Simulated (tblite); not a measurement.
Species: C4H9ClO3Si.
Geometry (GFN2-xTB, Å), atoms numbered from 1 in this order:
```xyz
18
C4H9ClO3Si angstrom
C     -2.165   -0.323    0.584
O     -0.884    0.128    0.991
C      0.054    0.323   -0.031
C     -0.345    1.409   -1.026
C      1.378    0.653    0.712
O      2.214   -0.465    0.669
Si     1.517   -1.718   -0.112
Cl     2.639   -2.423   -1.585
O      0.258   -0.877   -0.730
H     -2.650   -0.683    1.489
H     -2.077   -1.138   -0.138
H     -2.755    0.492    0.154
H     -1.214    1.087   -1.594
H      0.475    1.582   -1.717
H     -0.575    2.325   -0.488
H      1.895    1.496    0.249
H      1.137    0.887    1.751
H      1.089   -2.750    0.811
```

All values are computed: GFN2-xTB (tblite) harmonic vibrations without scaling, gas phase. This tight-binding method is rough: wavenumbers can miss measured ones by several per cent, in bad cases by 10 to 20. Modes of hydrogen on silicon can be 10 to 20 % off. One conformer, not necessarily the lowest.

Harmonic wavenumbers (cm⁻¹): 37.0, 85.7, 99.6, 131.3, 169.0, 211.7, 225.3, 262.9, 328.0, 353.5, 425.6, 462.8, 540.5, 579.8, 618.6, 636.5, 725.8, 801.3, 834.1, 874.6, 901.3, 940.6, 973.6, 1063.4, 1106.9, 1114.6, 1125.7, 1140.0, 1157.5, 1195.3, 1222.5, 1300.1, 1381.2, 1389.1, 1458.3, 1461.7, 1468.1, 1475.3, 1490.8, 2378.8, 2938.5, 2961.5, 2970.0, 2977.6, 3026.1, 3040.8, 3046.2, 3051.5.

A = 2341, B = 751.6, C = 716.2 MHz; mass 168.001 u (most abundant isotopes); point group C1, symmetry number 1.

**Question.** What is the zero-point energy?

**Answer.** Half the sum of the wavenumbers: 29080 cm⁻¹ = 83.14 kcal/mol.

**Question.** Give the ideal-gas entropy at 400 K and 1 bar in the rigid-rotor, harmonic-oscillator model (classical rotation).

**Answer.** Translation 42.75, rotation 30.80, vibration 41.98: S = 115.5 cal/(mol K).

**Question.** And Cp and H(400 K) − H(0)?

**Answer.** Cp = 49.38 cal/(mol K), of which vibrations give 41.43 (their classical limit is 48 R = 95.4); H(400 K) − H(0) = 11.82 kcal/mol without the zero-point energy, 8.64 from vibrations.

**Question.** Blend soft modes into free rotors: weight 1/[1 + (100 cm⁻¹/ν̃)⁴] for the oscillator and the rest for a rotor with moment μB/(μ + B), μ = h/(8π²ν), B = 10⁻⁴⁴ kg m². What vibrational entropy results?

**Answer.** 38.83 cal/(mol K) in place of 41.98, which changes −T·S at 400 K by +1.26 kcal/mol.

**Question.** Which modes carry the vibrational entropy at 400 K?

**Answer.** 37.0 cm⁻¹: 6.00; 85.7 cm⁻¹: 4.33; 99.6 cm⁻¹: 4.04; 131.3 cm⁻¹: 3.50; 169.0 cm⁻¹: 3.01; 211.7 cm⁻¹: 2.58 cal/(mol K); the other 42 give 18.53 together.

Hindered rotation and anharmonicity are outside this model. Other conformers, if any are populated, would add a mixing term that is left out. The structure is chiral; the term R ln 2 for an equal mix with its mirror image is left out.

The run took 1.1 s wall on one thread, Intel Xeon at 2.70 GHz (x86_64), shared host. This covers the Hessian and the dipole derivatives.
